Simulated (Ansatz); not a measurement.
Ansatz (a first-principles code) input (RI-MP2/cc-pVTZ):
A basis named .json is the Basis Set Exchange file of that set.

Ansatz 0.2 input:
```yaml
crystal:
  periodic: [false, false, false]
  atoms:
    - {symbol: Br, position_ang: [-1.32110488, 1.47994098, 0.01707877]}
    - {symbol: Ga, position_ang: [-0.48916427, -0.65541676, -0.01039227]}
    - {symbol: Br, position_ang: [1.79482249, -0.84522073, -0.00701467]}
    - {symbol: H, position_ang: [-1.41602427, -1.89728910, -0.03008336]}
basis:
  gaussian:
    orbitals: cc-pVTZ
    fitting: {mean_field: def2-universal-jkfit, correlation: cc-pVTZ-RIFIT.json}
magnetization: {spin_polarized: false}
correlation: {method: mp2, electrons: outside_noble_gas}
```

End of the output:

```
integrals: 0.13 GiB planned
816 factors; integrals over basis functions are off by at most 1.1e0 eV
528 factors; integrals over basis functions are off by at most 1.3e2 eV
0.51 GiB of device memory are held for the factors and their scratch space
mean field: 0.94 GiB planned
mean field evaluation 1: about -192354.0093 eV, gradient 1.7e1 eV
mean field evaluation 2: about -192354.8474 eV, gradient 9.8e0 eV
mean field evaluation 4: about -192355.0551 eV, gradient 4.6e-1 eV
mean field evaluation 8: about -192355.0572 eV, gradient 1.1e-6 eV
mean field -192355.05717070 eV, -7068.9179680827 hartree, gradient 1.1e-6 eV, S^2 0.000000; 0 other end points of the search recorded, 0 dependent functions left out
42 core orbitals not correlated
reference -192355.05717070 eV, -7068.9179680827 hartree; 9, 9 occupied and 92, 92 virtual orbitals, 528 factors
second order -10.53666549 eV of doubles, -0.00000000 eV of singles
Total energy: -192365.59383619 eV, -7069.3051833974 hartree
```
